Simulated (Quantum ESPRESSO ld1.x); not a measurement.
Question: Radial electron density D(r) = 4 pi r^2 rho(r) of an atom or ion with 19 electrons. Calculated with ld1.x of Quantum ESPRESSO 7.5: scalar-relativistic Kohn-Sham, LDA (Slater exchange, Perdew-Wang correlation), spin-polarised, spherical densities, point nucleus.

r (bohr),D(r) (e/bohr),spin D(r)
0.0007842,2.757,-0.0000390
0.0009732,3.942,-0.0000556
0.001208,5.603,-0.0000789
0.001499,7.907,-0.000111
0.001875,11.19,-0.000157
0.002328,15.47,-0.000215
0.002889,21.09,-0.000292
0.003585,28.24,-0.000388
0.00445,37.03,-0.000503
0.005523,47.28,-0.000633
0.006854,58.43,-0.000763
0.008575,69.79,-0.000867
0.01064,78.91,-0.000865
0.01321,84.42,-0.000580
0.01639,85.15,0.000508
0.02035,81.60,0.00391
0.02525,76.83,0.0139
0.03134,75.89,0.0417
0.03921,83.23,0.118
0.04866,96.54,0.298
0.06039,106.3,0.684
0.07495,100.6,1.41
0.09303,77.89,2.57
0.1155,53.15,4.02
0.1433,44.65,5.25
0.1793,50.79,5.46
0.2225,49.69,4.28
0.2761,32.48,2.37
0.3427,12.80,0.862
0.4253,2.784,0.186
0.5279,0.2975,0.0211
0.6552,0.01347,0.00108

What is the nuclear charge?

Answer: Z = 64. The innermost maximum, from 1s, lies near gamma/Z bohr with gamma = sqrt(1 - (Z/c)^2) = 0.884, here 0.0138 bohr (found: 0.0151), and its height grows with Z. The density is that of the gadolinium ion Gd45+ in [Ar] 3d1; the configuration itself is not fixed sharply by these data, and Z only to a few units. D(r) has 3 maxima, at r = 0.0151, 0.0634, 0.197 bohr, and minima at 0.0292, 0.141 bohr, inside which lie 1.95, 10.59 electrons.
